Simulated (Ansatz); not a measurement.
Consider the redistribution: `[SH][In]([SH])[Cl]` + `[CH3][AlH][SiH2]C` → `[SH][InH][SH]` + `C[SiH2][Al]([CH3])[Cl]`.

Calculated with Ansatz (gas phase, PBE0-D4/def2-TZVP geometries, no zero-point term in ΔE). CCSD(T)/CBS is the MP2 limit (def2-TZVPP, def2-QZVPP) plus CCSD(T) − MP2 in def2-TZVPP, frozen cores. Functionals use def2-TZVPP. def2 core potentials past Kr. For In outer-core shells are correlated without core-valence functions, which leaves a few kJ/mol of doubt a bond. Each species was taken in one conformer, which may not be the lowest.

(1) Is it downhill or uphill in electronic energy at CCSD(T)/CBS, and by how much? (Best estimate.)

(2) What do these levels give: PBE-D4, r2SCAN-D4, ωB97X-V, ωB97M-V, r2SCAN, PBE0, HF/def2-TZVPP, MP2/def2-TZVPP, CCSD/def2-TZVPP, HF/def2-QZVPP, MP2/def2-QZVPP, HF/CBS(def2)? (Estimate.)

Largest T1 diagnostic among the species: 0.014.

## Answers

(1) The calculation gave: Downhill: ΔE = -15.3 kcal/mol.

(2) Computed: PBE-D4 -15.7, r2SCAN-D4 -16.4, ωB97X-V -15.5, ωB97M-V -16.2, r2SCAN -16.4, PBE0 -15.8, HF/def2-TZVPP -14.0, MP2/def2-TZVPP -15.8, CCSD/def2-TZVPP -15.6, HF/def2-QZVPP -13.9, MP2/def2-QZVPP -15.6, HF/CBS(def2) -13.9 kcal/mol.

In def2-TZVPP, CCSD(T) changes the Hartree–Fock value by −1.7 kcal/mol (the triples alone add +0.0 kcal/mol) and MP2 by −1.8 kcal/mol.
